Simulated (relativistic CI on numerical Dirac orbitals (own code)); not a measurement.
**Electric-dipole transitions in Ce LVII**

These numbers are calculated, not measured: Dirac-Coulomb-Breit CI, orbitals from a KLI potential per configuration, a model potential for QED, unscaled Slater integrals (own radial code, finite nucleus).

CI space: 1s2, 1s.2s, 1s.2p, 1s.3s, 1s.3p, 1s.3d, 1s.4s, 1s.4p, 1s.4d, 1s.4f, 1s.5s, 1s.5p, 1s.5d, 1s.5f, 1s.5g, 1s.6s, 1s.6p, 1s.6d, 2s2. Levels of other configurations are missing.

| λ vac (nm) | Lower | Upper | A (s⁻¹) | log gf | S velocity/length |
| --- | --- | --- | --- | --- | --- |
| 0.03476 | 1s2 1S_0 [1] | 1s.2p 1P°_1 [7] | 8.96e+15 | -0.31 | 1.00 |
| 0.03532 | 1s2 1S_0 [1] | 1s.2p 3P°_1 [3] | 4.21e+15 | -0.63 | 1.00 |
| 0.13875 | 1s.2p 3P°_1 [3] | 1s.4d 3D_2 [23] | 2.04e+14 | -0.53 | 1.00 |
| 0.14716 | 1s.2p 3P°_2 [6] | 1s.4d 3D_3 [26] | 2.20e+14 | -0.30 | 1.00 |
| 0.14782 | 1s.2p 1P°_1 [7] | 1s.4d 1D_2 [29] | 1.96e+14 | -0.49 | 1.00 |
| 0.18158 | 1s.2s 3S_1 [2] | 1s.3p 3P°_2 [12] | 2.21e+14 | -0.26 | 1.00 |
| 0.18356 | 1s.2p 3P°_1 [3] | 1s.3d 3D_1 [14] | 2.13e+14 | -0.49 | 1.00 |
| 0.18361 | 1s.2p 3P°_1 [3] | 1s.3d 3D_2 [13] | 6.08e+14 | 0.19 | 1.00 |
| 0.18384 | 1s.2p 3P°_0 [4] | 1s.3d 3D_1 [14] | 4.09e+14 | -0.21 | 1.00 |
| 0.18588 | 1s.2s 3S_1 [2] | 1s.3p 3P°_1 [9] | 1.86e+14 | -0.54 | 1.00 |
| 0.19775 | 1s.2p 3P°_2 [6] | 1s.3d 3D_3 [16] | 6.81e+14 | 0.45 | 1.00 |
| 0.19891 | 1s.2p 1P°_1 [7] | 1s.3d 1D_2 [17] | 6.09e+14 | 0.26 | 1.00 |
| 0.19931 | 1s.2p 3P°_2 [6] | 1s.3d 3D_2 [13] | 1.02e+14 | -0.52 | 1.00 |
| 0.38575 | 1s.3p 3P°_2 [12] | 1s.5d 3D_3 [40] | 3.62e+13 | -0.25 | 1.00 |
| 0.38679 | 1s.3d 3D_2 [13] | 1s.5f 3F°_3 [41] | 4.64e+13 | -0.14 | 1.00 |
| 0.38699 | 1s.3d 3D_1 [14] | 1s.5f 3F°_2 [42] | 4.17e+13 | -0.33 | 1.00 |
| 0.39212 | 1s.3d 3D_3 [16] | 1s.5f 3F°_4 [44] | 4.80e+13 | 0.00 | 1.00 |
| 0.39230 | 1s.3d 1D_2 [17] | 1s.5f 1F°_3 [47] | 4.57e+13 | -0.13 | 1.00 |
| 0.52318 | 1s.3s 3S_1 [8] | 1s.4p 3P°_2 [22] | 2.82e+13 | -0.24 | 1.00 |
| 0.52747 | 1s.3p 3P°_1 [9] | 1s.4d 3D_2 [23] | 6.06e+13 | 0.10 | 1.00 |
| 0.52791 | 1s.3p 3P°_0 [11] | 1s.4d 3D_1 [24] | 4.07e+13 | -0.29 | 1.00 |
| 0.53826 | 1s.3s 3S_1 [8] | 1s.4p 3P°_1 [19] | 2.46e+13 | -0.49 | 1.00 |
| 0.56024 | 1s.3p 3P°_2 [12] | 1s.4d 3D_3 [26] | 7.39e+13 | 0.39 | 1.00 |
| 0.56241 | 1s.3d 3D_2 [13] | 1s.4f 3F°_3 [27] | 1.39e+14 | 0.66 | 1.00 |
| 0.56279 | 1s.3d 3D_1 [14] | 1s.4f 3F°_2 [28] | 1.25e+14 | 0.47 | 1.00 |
| 0.56285 | 1s.3p 1P°_1 [15] | 1s.4d 1D_2 [29] | 6.67e+13 | 0.20 | 1.00 |
| 0.57244 | 1s.3d 3D_3 [16] | 1s.4f 3F°_4 [30] | 1.45e+14 | 0.81 | 1.00 |
| 0.57280 | 1s.3d 1D_2 [17] | 1s.4f 1F°_3 [31] | 1.38e+14 | 0.68 | 1.00 |
| 1.1388 | 1s.4s 3S_1 [18] | 1s.5p 3P°_2 [36] | 6.49e+12 | -0.20 | 1.00 |
| 1.1467 | 1s.4p 3P°_1 [19] | 1s.5d 3D_2 [37] | 1.20e+13 | 0.07 | 1.00 |
| 1.2092 | 1s.4p 3P°_2 [22] | 1s.5d 3D_3 [40] | 1.54e+13 | 0.37 | 1.00 |
| 1.2134 | 1s.4d 3D_2 [23] | 1s.5f 3F°_3 [41] | 2.57e+13 | 0.60 | 1.00 |
| 1.2140 | 1s.4d 3D_1 [24] | 1s.5f 3F°_2 [42] | 2.31e+13 | 0.41 | 1.00 |
| 1.2141 | 1s.4p 1P°_1 [25] | 1s.5d 1D_2 [43] | 1.39e+13 | 0.19 | 1.00 |
| 1.2319 | 1s.4d 3D_3 [26] | 1s.5f 3F°_4 [44] | 2.73e+13 | 0.75 | 1.00 |
| 1.2322 | 1s.4f 3F°_3 [27] | 1s.5g 3G_4 [45] | 4.37e+13 | 0.95 | 1.00 |
| 1.2326 | 1s.4f 3F°_2 [28] | 1s.5g 3G_3 [46] | 4.16e+13 | 0.82 | 1.00 |
| 1.2327 | 1s.4d 1D_2 [29] | 1s.5f 1F°_3 [47] | 2.60e+13 | 0.62 | 1.00 |
| 1.2409 | 1s.4f 3F°_4 [30] | 1s.5g 3G_5 [48] | 4.49e+13 | 1.06 | 1.00 |
| 1.2412 | 1s.4f 1F°_3 [31] | 1s.5g 1G_4 [49] | 4.36e+13 | 0.96 | 1.00 |
| 2.0120 | 1s.2s 3S_1 [2] | 1s.2p 3P°_2 [6] | 6.41e+11 | -0.71 | 1.02 |
| 2.1214 | 1s.5p 3P°_1 [33] | 1s.6d 3D_2 [55] | 3.50e+12 | 0.07 | 1.00 |
| 2.2272 | 1s.5p 3P°_2 [36] | 1s.6d 3D_3 [58] | 4.60e+12 | 0.38 | 1.00 |
| 2.2356 | 1s.5p 1P°_1 [39] | 1s.6d 1D_2 [59] | 4.19e+12 | 0.20 | 1.00 |
| 6.8472 | 1s.3s 3S_1 [8] | 1s.3p 3P°_2 [12] | 9.90e+10 | -0.46 | 1.01 |

Terms are leading LS components. Brackets give the number of a level in order of energy, since labels repeat. The list gives strong lines, with weight on those to low levels, among the lowest 59 of 60 levels, so that lines to higher ones, which can be the strongest, are missing. Levels whose partners in the same complex of configurations lie outside the list can be far off, and so can their lines. Rates are taken at the computed energies, electric ones in the length gauge. A velocity-to-length ratio far from 1 marks an uncertain rate.

At this charge energies of transitions that change n are usually good to better than 1 %, and those within a shell (Δn = 0) to a few per cent.

LS names give the leading component of a level, which can be under half, so a name can repeat, a term be missing and a line seem to break the LS rules.
